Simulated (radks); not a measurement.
Q: All-electron atom: neutral palladium in [Kr] 4d8.5 5s1 5p0.5 (fractional occupations, a model configuration). Calculated with a radial shooting solver on a logarithmic mesh with Libxc functionals: scalar-relativistic Kohn-Sham, PBE, spin-polarised, spherical densities, point nucleus; open shells are filled with parallel spins first (spin-orbit coupling, left out, can overturn this in heavy ions). Some entries of the table are withheld. Estimate them.

orbital  occ.  eigenvalue (hartree)  r(max) (bohr)
1s up       1             -888.3216        0.02066
1s down     1             -888.3208        0.02066
2s up       1             -129.8985         0.1168
2s down     1             -129.8894         0.1168
2p up       3             -116.4811        0.09340
2p down     3             -116.4740        0.09340
3s up       1             -23.60849         0.3418
3s down     1             -23.60331         0.3418
3p up       3             -19.19911         0.3350
3p down     3             -19.19326         0.3350
3d up       5             -12.19817         0.2823
3d down     5             -12.18950         0.2824
4s up       1              -3.37646         0.8509
4s down     1              -3.33785         0.8503
4p up       3              -2.11633            (1)
4p down     3              -2.07544            (2)
4d up       5                   (3)          1.083
4d down   3.5                   (4)          1.080
5s up       1              -0.22065          2.487
5s down     0              -0.17004          2.505
5p up     0.5              -0.06632          3.402

A: 
(1) 4p up r(max) (bohr): 0.9090
(2) 4p down r(max) (bohr): 0.9081
(3) 4d up eigenvalue (hartree): -0.34929
(4) 4d down eigenvalue (hartree): -0.30222
